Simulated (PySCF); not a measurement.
C2H4N, SMILES CC#[NH+], charge +1.

Geometry: B3LYP-D3(BJ)/def2-TZVP. The isomer is the one that the SMILES or the coordinates give; other isomers of the formula were not compared.

Two levels are set side by side: TDA-PBE/def2-SVPD (PySCF) and TDA-M06-2X/def2-SVPD (PySCF). Vertical, same geometry. The lowest singlet is HOMO→LUMO 50 %, HOMO−1→LUMO+1 50 % with PBE and HOMO−1→LUMO 41 %, HOMO→LUMO+1 41 %, HOMO−2→LUMO+1 8 %, HOMO−3→LUMO 8 % with the other functional; states are paired by order. Differences are taken from unrounded values.

```tsv
quantity	TDA-M06-2X
lowest singlet excitation (eV)	7.75
lowest triplet excitation (TDA) (eV)	7.09
first bright state (f over 0.05) (eV)	11.32
its oscillator strength	0.99
```

### Question
What does TDA-PBE give, and how far is it from TDA-M06-2X? (An estimate is asked for; the answer gives what the named calculation found.)

### Answer

| quantity | TDA-PBE | TDA-PBE minus TDA-M06-2X |
|---|---|---|
| lowest singlet excitation (eV) | 7.92 | 0.17 |
| lowest triplet excitation (TDA) (eV) | 6.86 | -0.23 |
| first bright state (f over 0.05) (eV) | 10.35 | -0.97 |
| its oscillator strength | 0.80 | -0.19 |

Rough cost on one machine, each run with all the roots and properties that it gave: TDA-M06-2X against TDA-PBE about 9 times.
